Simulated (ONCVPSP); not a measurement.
Cl: one change to an ONCV potential, before and after

```json
{
  "Element": "Cl",
  "Generator": "ONCVPSP 4.0.1",
  "Type": "optimised norm-conserving Vanderbilt (ONCV)",
  "Functional": "PBE",
  "Relativity": "scalar-relativistic",
  "Frozen core": "[Ne]",
  "Valence charge": "7",
  "Reference configuration": "3s2 3p4.75 (charge +0.25)",
  "Partial waves": "3s: rc 1.35 bohr, ncon 5, nbas 9, qcut 4.3 1/bohr, 2 projectors, debl 1.4 Ha; 3p: rc 1.15 bohr, ncon 3, nbas 8, qcut 6.8 1/bohr, 2 projectors, debl 2.6 Ha; d scattering state at 0.39 Ha: rc 1.25 bohr, ncon 5, nbas 9, qcut 6.9 1/bohr, 2 projectors, debl 0.3 Ha",
  "Local potential": "polynomial inside 0.90 bohr (lpopt 3, dvloc0 1 Ha)",
  "Core correction": "Teter function, fcfact 3, rcfact 1.75"
}
```

All-electron outer shells of the reference configuration (PBE, scalar-relativistic, ld1.x):

| shell | level (eV) | outermost node (bohr) | outermost maximum (bohr) |
| --- | --- | --- | --- |
| 2s | -255.67 | 0.12 | 0.36 |
| 2p | -194.61 | – | 0.30 |
| 3s | -23.39 | 0.55 | 1.27 |
| 3p | -11.15 | 0.53 | 1.43 |

Change: s: nproj 3.

Cutoffs: the cutoffs (Ha) at which the residual kinetic energy of the hardest occupied pseudo-wave falls to 1 and 0.1 mHa per electron; they do not see the model core or the augmentation charge, which bear on the density cutoff. Errors are all-electron minus pseudo energies relative to the spin-unpolarised reference configuration.

**Question.** How do hardness, ghosts and transferability respond?

**Answer.** The potential gets neither clearly harder nor softer (75 Ha and 114 Ha → 75 Ha and 114 Ha); a bound ghost appears in s, which as a rule spoils a file; the errors of the 4 common tests hardly move.

| quantity | base | changed |
| --- | --- | --- |
| cutoff, loose | 75 Ha | 75 Ha |
| cutoff, tight | 114 Ha | 114 Ha |
| bound ghosts | none | s |
| GHOST(+) flags under 300 eV | d at 148.2 eV, s at 161.1 eV | d at 148.2 eV, s at 260.8 eV |
| error for 3s2 3p5, meV [ΔE -2.47 eV] | +0.5 | +0.5 |
| error for 3s2 3p4, meV [ΔE 11.41 eV] | -1.2 | -1.2 |
| error for 3s2 3p3, meV [ΔE 36.86 eV] | -1.7 | -1.7 |
| error for 3s1 3p6, meV [ΔE 9.69 eV] | -1.4 | -1.4 |
| s: phases at 1.37 bohr within 0.05 rad from the reference energy up to (Ha; the scan ends near 5) | 4.6 | to the end of the scan |
| p: phases at 1.17 bohr within 0.05 rad from the reference energy up to (Ha; the scan ends near 5) | to the end of the scan | to the end of the scan |
| d: phases at 1.27 bohr within 0.05 rad from the reference energy up to (Ha; the scan ends near 5) | 4.7 | 4.7 |
| rms error of d²Exc/dni dnj with the model core, mHa | 2.85 | 2.85 |

 A true bound ghost makes a file unfit for plane-wave use even where its test errors are small: the radial tests pick states by their node count and pass the ghost by.
